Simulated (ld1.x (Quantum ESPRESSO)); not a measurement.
## Varying the ultrasoft potential for hafnium

Base potential:

hafnium, ultrasoft, made with ld1.x (Quantum ESPRESSO) 7.5 (PBE, scalar-relativistic). Core [Xe] 4f14, reference 5d2 6s2 6p0. Waves: 6s (bound): rcut 2.40, rcutus 2.95 bohr; 6s channel at 4.6 Ry: rcut 2.40, rcutus 2.95 bohr; 6p (bound, empty): rcut 2.85, rcutus 3.45 bohr; 6p channel at 0.25 Ry: rcut 2.85, rcutus 3.45 bohr; 5d (bound): rcut 2.25, rcutus 2.60 bohr; 5d channel at 0.25 Ry: rcut 2.25, rcutus 2.60 bohr; 5f channel at 0.15 Ry: rc 3.85 bohr. Local part: the f channel. Core correction: none. Augmentation charge: built from norm-conserving waves at rcut, not smoothed further.

All-electron outer shells of the reference configuration (PBE, scalar-relativistic, ld1.x):

| shell | level (eV) | outermost node (bohr) | outermost maximum (bohr) |
| --- | --- | --- | --- |
| 5p | -35.57 | 0.60 | 1.16 |
| 4f | -16.83 | – | 0.45 |
| 6s | -5.11 | 1.37 | 2.89 |
| 5d | -2.69 | 0.67 | 1.69 |
| 6p | -1.40 | 1.66 | 4.05 |

Cutoffs, loose and tight: the cutoffs (Ry, on a coarse ladder) from which the occupation-weighted sum of valence levels, in a spherical-Bessel basis at the reference potential, stays within 10 and 1 mRy of its value at 400 Ry. They do not see the model core or the augmentation charge, which bear on the density cutoff. Test errors are all-electron minus pseudo excitation energies from the reference, over the configurations 5d2 6s1 6p0; 5d2 6s0 6p0; 5d1 6s0 6p0; 5d2 6s0 6p1; 5d2 6s1.5 6p0; 5d1 6s2 6p1; 5d2 6s0 6p2. A dash means not determined; rows that change the core or the reference have their own tests. The largest error is taken over the tests solved by every variant that gives reliable tests at all: 5d1 6s0 6p0; 5d2 6s0 6p0; 5d2 6s0 6p1; 5d2 6s1 6p0.

Cutoffs are not given where the Bessel-basis levels miss the radial ones by over 6 mRy, ghosts where they miss by over 20 mRy; a channel whose overlap is not positive is not tested.

A file whose overlap is not positive is unfit for use, and its test errors describe a broken file.

```csv
change,outcome,"cutoff, loose","cutoff, tight",bound ghosts,largest test error (meV)
base,generated,–,–,not determined,+305
"wave 6s channel at 4.6 Ry: rcut 2.40, rcutus 2.95 bohr becomes 6s channel at -0.25 Ry: rcut 2.40, rcutus 2.95 bohr","generated, overlap not positive",–,–,not determined (overlap not positive),+305
"wave 6s channel at 4.6 Ry: rcut 2.40, rcutus 2.95 bohr becomes 6s channel at -0.18 Ry: rcut 2.40, rcutus 2.95 bohr","generated, overlap not positive",–,–,not determined (overlap not positive),+305
"wave 6s channel at 4.6 Ry: rcut 2.40, rcutus 2.95 bohr becomes 6s channel at 0.01 Ry: rcut 2.40, rcutus 2.95 bohr",generated,12 Ry,18 Ry,none,+305
"wave 6s channel at 4.6 Ry: rcut 2.40, rcutus 2.95 bohr becomes 6s channel at 0.13 Ry: rcut 2.40, rcutus 2.95 bohr",generated,12 Ry,18 Ry,none,+305
"wave 6s channel at 4.6 Ry: rcut 2.40, rcutus 2.95 bohr becomes 6s channel at 0.41 Ry: rcut 2.40, rcutus 2.95 bohr",generated,12 Ry,18 Ry,none,+305
"wave 6s channel at 4.6 Ry: rcut 2.40, rcutus 2.95 bohr becomes 6s channel at 1.11 Ry: rcut 2.40, rcutus 2.95 bohr",generated,12 Ry,18 Ry,none,+305
"wave 6s channel at 4.6 Ry: rcut 2.40, rcutus 2.95 bohr becomes 6s channel at 2.14 Ry: rcut 2.40, rcutus 2.95 bohr",generated,12 Ry,18 Ry,none,+305
"wave 6s channel at 4.6 Ry: rcut 2.40, rcutus 2.95 bohr becomes 6s channel at 3.63 Ry: rcut 2.40, rcutus 2.95 bohr",generated,–,–,not determined,+305
"wave 6s channel at 4.6 Ry: rcut 2.40, rcutus 2.95 bohr becomes 6s channel at 6.11 Ry: rcut 2.40, rcutus 2.95 bohr",generated,–,–,not determined,+305
```
